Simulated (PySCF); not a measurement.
H4GeMgS, singlet, at a GFN2-xTB geometry (such geometries of metal compounds can be far from the true shape). Base run: PySCF with HF/6-31G, polarisability.

PySCF was given this input:
```python
from pyscf import gto, scf
from pyscf.prop import polarizability

mol = gto.Mole()
mol.atom = '''
    Mg    0.734376    0.763589   -0.229096
    S     0.445933    1.109575   -2.501139
    H     1.540394    1.780458   -2.825994
    Ge   -0.463153   -0.776980    1.273603
    H    -0.663045   -2.143119    0.622965
    H    -0.077708   -1.246556    2.666565
    H    -1.926168   -0.443685    1.548559
'''
mol.basis = '6-31g'
mol.charge = 0
mol.spin = 0
mol.verbose = 3
mol.build()

mf = scf.RHF(mol)
mf.kernel()
alpha = mf.Polarizability().polarizability()[2, 2]
print('alpha_zz =', alpha)
```

The base run was repeated with changes; each row names its change, and settings that it needs were set with it.

```csv
change,alpha_zz (bohr³),basis functions,core-seconds (rough)
base,77.52,61,2
basis = aug-cc-pVDZ,90.07,126,20
basis = 6-31G*,___,___,4
finite field (a.u.) = 2e-4; conv_tol = 1e-6,77.40,61,2
functional = pbe,95.68,61,10
finite field (a.u.) = 0.05; conv_tol = 1e-11,84.82,61,3
finite field (a.u.) = 0.001; conv_tol = 1e-11,77.52,61,2
finite field (a.u.) = 0.001; conv_tol = 1e-6,77.48,61,2
basis = STO-3G,43.67,40,0.7
basis = cc-pVDZ,79.46,83,4
functional = camb3lyp,___,61,60
basis = def2-SVPD,88.96,118,10
```

**Question.** Fill in the missing entries.

**Answer.** 
- basis = 6-31G*, alpha_zz (bohr³): 77.35
- basis = 6-31G*, basis functions: 76
- functional = camb3lyp, alpha_zz (bohr³): 86.25

Finite-field rows take the second difference of the energy in a field along z; a small field with loose convergence shows SCF noise divided by the square of the field, and a large one adds hyperpolarisability.
